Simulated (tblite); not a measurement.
Species: C5H13FN2Si2.
Cartesian coordinates in Å at the GFN2-xTB level; atoms count from 1:
```xyz
23
C5H13FN2Si2 angstrom
C     -3.111    0.792   -0.058
N     -1.969   -0.018   -0.416
C     -1.740   -1.202    0.408
C     -0.221   -1.445    0.379
C      0.320   -0.122   -0.105
N      1.675    0.193   -0.129
Si     2.093    1.891   -0.057
Si     2.802   -1.104   -0.419
C     -0.719    0.609   -0.510
F     -0.686    1.841   -1.061
H     -3.139    1.664   -0.708
H     -3.080    1.127    0.989
H     -4.016    0.206   -0.214
H     -2.308   -2.042    0.003
H     -2.083   -1.018    1.437
H      0.175   -1.712    1.360
H      0.042   -2.244   -0.319
H      3.474    1.918    0.417
H      1.983    2.528   -1.368
H      1.194    2.495    0.924
H      4.118   -0.488   -0.498
H      2.455   -1.786   -1.670
H      2.737   -2.059    0.693
```

Method: GFN2-xTB as coded in tblite; computed harmonic values from a numerical Hessian at the method's own geometry, unscaled. Errors from tens to a few hundred cm⁻¹ against measured bands are possible. Modes of hydrogen on silicon can be 10 to 20 % off. One conformer, not necessarily the lowest.

Harmonic wavenumbers (cm⁻¹): 36.3, 79.7, 94.3, 112.7, 138.3, 172.2, 181.9, 196.8, 217.5, 253.7, 274.2, 306.3, 394.0, 412.8, 479.2, 515.7, 557.5, 568.4, 571.0, 582.7, 600.2, 669.4, 764.7, 773.3, 784.4, 789.2, 796.6, 800.6, 835.4, 856.7, 977.2, 988.7, 1034.8, 1049.0, 1075.3, 1105.9, 1121.9, 1161.4, 1202.7, 1213.9, 1264.5, 1285.6, 1317.4, 1365.0, 1411.8, 1473.4, 1477.1, 1487.6, 1494.5, 1757.9, 2209.2, 2226.5, 2263.8, 2269.6, 2282.5, 2318.6, 2855.0, 2869.9, 2941.6, 2964.0, 2980.5, 3009.9, 3037.6.

A = 1558, B = 705.7, C = 519.7 MHz; mass 176.060 u (most abundant isotopes); point group C1, symmetry number 1.

Q: Zero-point energy?

A: Half the sum of the wavenumbers: 36655 cm⁻¹ = 104.80 kcal/mol.

Q: Entropy at 350 K, 1 bar (ideal gas, RRHO, classical rotation)?

A: Translation 42.23, rotation 31.19, vibration 48.51: S = 121.9 cal/(mol K).

Q: And Cp and H(350 K) − H(0)?

A: Cp = 57.81 cal/(mol K), of which vibrations give 49.87 (their classical limit is 63 R = 125.2); H(350 K) − H(0) = 11.74 kcal/mol without the zero-point energy, 8.96 from vibrations.

Q: Which modes carry the vibrational entropy at 350 K?

A: 36.3 cm⁻¹: 5.77; 79.7 cm⁻¹: 4.21; 94.3 cm⁻¹: 3.88; 112.7 cm⁻¹: 3.53; 138.3 cm⁻¹: 3.14; 172.2 cm⁻¹: 2.71 cal/(mol K); the other 57 give 25.26 together.

Q: How do the functions run with temperature in this model?

A: 
```tsv
T (K)	S (cal/(mol K))	Cp (cal/(mol K))	H − H(0) (kcal/mol)	G − H(0) (kcal/mol)	ln q(vib)
50	62.0	14.8	0.53	-2.57	0.69
100	75.0	23.4	1.49	-6.00	2.28
298.15	113.2	51.2	8.92	-24.83	9.61
373.15	125.7	60.6	13.12	-33.80	12.38
500	145.4	73.9	21.68	-51.01	16.97
750	179.1	92.3	42.64	-91.70	25.54
1000	207.4	104.1	67.30	-140.12	33.37
```

q(vib) and H(0) count from the zero-point level.

Hindered rotation and anharmonicity are outside this model. Other conformers, if any are populated, would add a mixing term that is left out. The structure is chiral; the term R ln 2 for an equal mix with its mirror image is left out.
